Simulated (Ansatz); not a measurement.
```xyz
3

C     0.0000    0.0000   -0.1144
H     0.0000    1.0843    0.3432
H     0.0000   -1.0843    0.3432
```

Basis set: 6-31G* (spherical functions). Frozen core: 1 orbital. Charge 0, multiplicity 3.

Computed with Ansatz (development build ahead of 0.2.0); each method stands on the lowest determinant of its kind that the runs found.

The atomization energy at this shape (free ground-state atoms in the same class of orbitals less the molecule, no zero-point energy) of triplet CH₂:

```csv
method,atomization energy
UHF-MP2,7.15 eV
```

(1) What does UHF give?

Answers

(1) 6.27 eV. Caution: the shape is not the minimum.
